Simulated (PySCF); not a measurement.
Molecule: SMILES CS[SiH2]N([SiH3])[SiH3], CH$_{11}$NSSi$_{3}$.

Geometry:
```json
{"atom": "C1", "x (Å)": "2.360", "y (Å)": "0.459", "z (Å)": "0.644"}
{"atom": "S2", "x (Å)": "1.608", "y (Å)": "1.834", "z (Å)": "-0.286"}
{"atom": "Si3", "x (Å)": "-0.005", "y (Å)": "0.786", "z (Å)": "-1.215"}
{"atom": "N4", "x (Å)": "-1.009", "y (Å)": "0.029", "z (Å)": "0.001"}
{"atom": "Si5", "x (Å)": "-1.250", "y (Å)": "-1.709", "z (Å)": "-0.006"}
{"atom": "Si6", "x (Å)": "-1.627", "y (Å)": "1.040", "z (Å)": "1.304"}
{"atom": "H7", "x (Å)": "1.608", "y (Å)": "-0.062", "z (Å)": "1.254"}
{"atom": "H8", "x (Å)": "3.113", "y (Å)": "0.899", "z (Å)": "1.311"}
{"atom": "H9", "x (Å)": "2.853", "y (Å)": "-0.256", "z (Å)": "-0.029"}
{"atom": "H10", "x (Å)": "-0.723", "y (Å)": "1.830", "z (Å)": "-1.999"}
{"atom": "H11", "x (Å)": "0.471", "y (Å)": "-0.313", "z (Å)": "-2.110"}
{"atom": "H12", "x (Å)": "-2.098", "y (Å)": "-2.153", "z (Å)": "-1.154"}
{"atom": "H13", "x (Å)": "0.060", "y (Å)": "-2.424", "z (Å)": "-0.096"}
{"atom": "H14", "x (Å)": "-1.924", "y (Å)": "-2.082", "z (Å)": "1.274"}
{"atom": "H15", "x (Å)": "-2.963", "y (Å)": "0.526", "z (Å)": "1.727"}
{"atom": "H16", "x (Å)": "-0.724", "y (Å)": "1.035", "z (Å)": "2.496"}
{"atom": "H17", "x (Å)": "-1.764", "y (Å)": "2.437", "z (Å)": "0.799"}
```

Geometry PBE0-D3(BJ)/def2-SVP throughout; GIAO in PySCF 2.14, gas phase, one conformer, non-relativistic; equivalent atoms averaged; basis pcSseg-1.

For orientation, BHandHLYP gives these shifts δ (against TMS, CS2, NH3 at the same level): C1 11.9, S2 -171.8, Si3 -14.8, Si5/Si6 -46.7, N4 -7.8, H10/H11 4.88, H12/H13/H14/H15/H16/H17 4.42, H7/H8/H9 1.96 ppm.

A run gave: C1 16.2, S2 -135.7, Si3 -17.4, Si5/Si6 -48.6, N4 -7.1, H10/H11 4.46, H12/H13/H14/H15/H16/H17 3.95, H7/H8/H9 1.95 ppm (shifts δ (against TMS, CS2, NH3 at the same level)).

Which functional was used in that run?
A. BLYP
B. B3LYP
C. KT2
D. KT3
E. WP04

Results:

E. H12/H13/H14/H15/H16/H17 tells them apart best: WP04 gives 3.95, KT2 gives 4.84, BLYP gives 4.72, KT3 gives 4.62, B3LYP gives 4.60 ppm.
